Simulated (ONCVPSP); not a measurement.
# Reading a pseudo-wave (cobalt (Co))

Columns: radius, all-electron u(r) and pseudo u(r) of the 3p shell (level -103.76 eV) of cobalt in the configuration [Ne] 3s2 3p6 3d6; PBE, scalar-relativistic, ONCV scheme, ONCVPSP 4.0.1.

```json
{"r (bohr)": "0.072", "all-electron": "-0.4399", "pseudo": "0.0393"}
{"r (bohr)": "0.145", "all-electron": "-0.6272", "pseudo": "0.1526"}
{"r (bohr)": "0.217", "all-electron": "-0.3859", "pseudo": "0.3197"}
{"r (bohr)": "0.290", "all-electron": "0.0378", "pseudo": "0.5197"}
{"r (bohr)": "0.362", "all-electron": "0.4538", "pseudo": "0.7201"}
{"r (bohr)": "0.435", "all-electron": "0.7909", "pseudo": "0.9016"}
{"r (bohr)": "0.507", "all-electron": "1.0189", "pseudo": "1.0415"}
{"r (bohr)": "0.580", "all-electron": "1.1503", "pseudo": "1.1338"}
{"r (bohr)": "0.652", "all-electron": "1.2007", "pseudo": "1.1749"}
{"r (bohr)": "0.725", "all-electron": "1.1928", "pseudo": "1.1709"}
{"r (bohr)": "0.798", "all-electron": "1.1446", "pseudo": "1.1304"}
{"r (bohr)": "0.870", "all-electron": "1.0724", "pseudo": "1.0647"}
{"r (bohr)": "0.942", "all-electron": "0.9868", "pseudo": "0.9833"}
{"r (bohr)": "1.015", "all-electron": "0.8943", "pseudo": "0.8930"}
{"r (bohr)": "1.088", "all-electron": "0.8014", "pseudo": "0.8011"}
{"r (bohr)": "1.160", "all-electron": "0.7131", "pseudo": "0.7130"}
{"r (bohr)": "1.232", "all-electron": "0.6300", "pseudo": "0.6300"}
{"r (bohr)": "1.305", "all-electron": "0.5523", "pseudo": "0.5523"}
{"r (bohr)": "1.378", "all-electron": "0.4817", "pseudo": "0.4817"}
{"r (bohr)": "1.450", "all-electron": "0.4192", "pseudo": "0.4192"}
{"r (bohr)": "1.522", "all-electron": "0.3635", "pseudo": "0.3635"}
{"r (bohr)": "1.595", "all-electron": "0.3136", "pseudo": "0.3136"}
{"r (bohr)": "1.668", "all-electron": "0.2697", "pseudo": "0.2697"}
{"r (bohr)": "1.740", "all-electron": "0.2319", "pseudo": "0.2319"}
{"r (bohr)": "1.812", "all-electron": "0.1990", "pseudo": "0.1990"}
{"r (bohr)": "1.885", "all-electron": "0.1701", "pseudo": "0.1700"}
```

Problem. How many radial nodes do the two functions have?

Solution. The all-electron 3p function has n − l − 1 = 1; the pseudo-wave has 0, since the states of the same l below it are removed with the core.

Problem. At about which radius was the pseudo-wave matched?

Solution. 1.25 bohr. The columns agree to 0.0005 from 1.09 bohr on; several derivatives are matched, so the curves merge somewhat inside the radius.

Problem. Is the pseudo-wave norm-conserving?

Solution. Yes: the ONCV scheme keeps the norm inside the radius equal to the all-electron one, which fixes the energy derivative of the logarithmic derivative at the level.
